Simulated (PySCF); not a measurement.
IRb, charge +1, multiplicity 2. Atoms are numbered in the order given.

```xyz
2

Rb     0.0000     0.0000    -2.2694
I      0.0000     0.0000     1.5843
```
Charge +1, spin multiplicity 2.

Geometry optimised at B3LYP-D3(BJ)/def2-TZVPD. The multiplicity is an assumed one; other spin states were not compared. The def2 effective core potentials stand for the cores of I, Rb; spin–orbit coupling is left out.

Method: B3LYP-D3(BJ)/def2-TZVPD in PySCF.

Frequencies are harmonic and unscaled.

Computed normal modes with their intensities:
```csv
mode,ν (cm⁻¹),IR (km/mol),moving atoms (share of kinetic energy)
1,45,9.4,"Rb 60 %, I 40 %"
```
